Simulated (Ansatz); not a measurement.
Program: Ansatz. Geometries: PBE0-D4/def2-TZVP. ΔE: electronic, gas phase. CCSD(T)/CBS is the MP2 limit (def2-TZVPP, def2-QZVPP) plus CCSD(T) − MP2 in def2-TZVPP, frozen cores. This one scheme is used for every species. def2 core potentials past Kr. For Hf outer-core shells are correlated without core-valence functions, which leaves a few kJ/mol of doubt a bond. Each species was taken in one conformer, which may not be the lowest.

`[OH][Hf]([Cl])([Cl])[Cl]` + H–F → `[OH][Hf]([F])([Cl])[Cl]` + HCl  (ligand exchange at the Hf–Cl bond)

```json
{"species": "`[OH][Hf]([Cl])([Cl])[Cl]`", "CCSD(T)/CBS(def2) energy (Eh)": "-1503.31799"}
{"species": "H–F", "CCSD(T)/CBS(def2) energy (Eh)": "-100.39570"}
{"species": "`[OH][Hf]([F])([Cl])[Cl]`", "CCSD(T)/CBS(def2) energy (Eh)": "-1143.33676"}
{"species": "HCl", "CCSD(T)/CBS(def2) energy (Eh)": "-460.38127"}
```

(1) Work out ΔE.

Largest T1 diagnostic among the species: 0.015.

## Answers

(1) ΔE = (-1143.33676) + (-460.38127) − (-1503.31799) − (-100.39570) = -0.00434 Eh = -11.4 kJ/mol.

Leaving LDA and LC-ωPBE aside and taking each functional with its dispersion term where it has one, the values, not all of them listed here, spread over 15.7 kJ/mol, from CAM-B3LYP-D4 to PBE-QIDH. LDA lies +4.1 kJ/mol from PBE without D4. The D4 term adds +5.3 kJ/mol with B3LYP and +3.0 kJ/mol with PBE0; it sums over pairs of atoms, weighted by their polarisabilities, and B3LYP, whose exchange is more repulsive, gets the larger term.

B3LYP here is the variant with VWN-RPA as its local correlation; programs differ in this.
